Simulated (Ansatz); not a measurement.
System: sum formula AlNH2F2, charge 0, multiplicity 1. 
Geometry from a B3LYP-D3(BJ)/def2-TZVP (Ansatz, a quantum-chemistry and plane-wave program) optimisation:
SMILES: [NH2][Al]([F])[F]
```xyz
6

N     -1.6977    -0.1534    -0.0220
Al     0.0437     0.0040     0.0006
F      0.7548     1.4844    -0.0977
F      1.0059    -1.3253     0.1205
H     -2.3392     0.6196    -0.0934
H     -2.1919    -1.0290     0.0347
```

Parts of the frozen-core correlation energy in 6-31G (Ansatz, hartree). Frozen orbitals: 8; correlated occupied orbitals by spin: 12 and 12; virtual: 24 and 24. No spin-orbit coupling. Non-relativistic.

| term | value |
|---|---|
| reference (HF) | -496.49809 |
| MP2 opposite-spin | -0.28855 |
| MP2 same-spin | -0.10202 |
| CCSD correlation | -0.39745 |
| (T) | -0.00537 |
| T1 diagnostic | 0.014 |
| largest doubles amplitude | 0.049 |
